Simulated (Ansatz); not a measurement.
CaCl, doublet, geometry from GFN2-xTB (such geometries of metal compounds can be far from the true shape) (the spin is typed, not shown lowest); WB97M-V/def2-SVP run with Ansatz (a first-principles code).

The Ansatz input:
Ansatz 0.2 input:
```yaml
crystal:
  periodic: [false, false, false]
  atoms:
    - {symbol: Ca, position_ang: [-0.00000000, -0.00000000, -1.08674836]}
    - {symbol: Cl, position_ang: [0.00000000, 0.00000000, 1.27852748]}
basis:
  gaussian:
    orbitals: def2-SVP
hamiltonian:
  xc: {name: wB97M-V}
magnetization: {spin_polarized: true, initial_magnetization: 1}
accuracy: high
```

**Question.** Predict the main parts of the log of this Ansatz run.

**Answer.** 
```
Functional definition: wB97M-V
770 factors; integrals over basis functions are off by at most 3.9e-9 eV
238 factors; integrals over basis functions are off by at most 2.1e-9 eV
mean field evaluation 1: about -30953.3602 eV, gradient 1.2e1 eV
mean field evaluation 2: about -30954.2213 eV, gradient 9.4e0 eV
mean field evaluation 4: about -30954.6614 eV, gradient 2.6e-1 eV
mean field evaluation 8: about -30954.7303 eV, gradient 3.1e-2 eV
mean field evaluation 16: about -30954.7304 eV, gradient 1.2e-4 eV
mean field -30954.73037028 eV, -1137.5653592378 hartree, gradient 3.2e-8 eV, S^2 0.750205; 0 other end points of the search recorded, 0 dependent functions left out
reference -30954.73036957 eV, -1137.5653592117 hartree; 19, 18 occupied and 23, 24 virtual orbitals, 770 factors
Total energy: -30954.73036957 eV, -1137.5653592117 hartree
```
